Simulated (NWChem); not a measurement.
# Zn

Results from NWChem. Ions are spin-unrestricted doublets at the neutral geometry; other ion states weren't tried.

For level PBE0/def2-SVPD:

vertical ionisation energy, ΔSCF (eV): 8.82
−ε(HOMO) (eV): 6.29

Q: Estimate the same quantities for level LDA (Slater exchange, VWN5)/def2-SVPD.

A: The vertical ionisation energy, ΔSCF (eV) is 9.36 and the −ε(HOMO) (eV) is 5.75.
